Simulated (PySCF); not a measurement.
## A small calculation by hand: chemical shift, span and skew from a shielding tensor

Si(H)(F)(Et)(OH) (C2H7FOSi), SMILES [SiH](CC)(O)F. Atoms are numbered in the order given.

```xyz
12

Si    -0.4391     0.3661     0.2423
O     -1.1980    -1.0113     0.7557
F     -1.3944     1.1495    -0.8185
C      1.1696     0.0133    -0.6310
C      2.1764    -0.7557     0.2218
H     -0.2967     1.2154     1.4488
H     -1.3483    -1.7032     0.1051
H      0.9358    -0.5396    -1.5588
H      1.5903     0.9779    -0.9654
H      2.4519    -0.1932     1.1281
H      3.1065    -0.9623    -0.3294
H      1.7651    -1.7209     0.5558
```
Charge 0, spin multiplicity 1.

Geometry: PBE0-D3(BJ)/def2-SVP. This is a generated structure with no PubChem entry under its InChIKey; it may be hypothetical. Other conformers were not sampled.

GIAO shieldings from PBE/pcSseg-1 (PySCF), non-relativistic, no solvent. The symmetric part of the tensor of F3 has the principal values 233.0, 323.3, 358.1 ppm. The same nucleus in CFCl3 has σ = 133.6 ppm at this level (PySCF, at its B3LYP-D3(BJ)/def2-TZVP geometry).

Q: Work out the isotropic shielding, the ¹⁹F shift against CFCl3, the span and the skew.

A: 
σ(iso) = (σ11 + σ22 + σ33)/3 = 304.8 ppm. δ = σ(ref) − σ(iso) = 133.6 − (304.8) = -171.2 ppm.
Span Ω = σ33 − σ11 = 125.1 ppm. Skew κ = 3(σ(iso) − σ22)/Ω = -0.44. Tumbling in solution averages the tensor to δ; in a static solid the shielding alone would spread this spin-1/2 line over Ω.
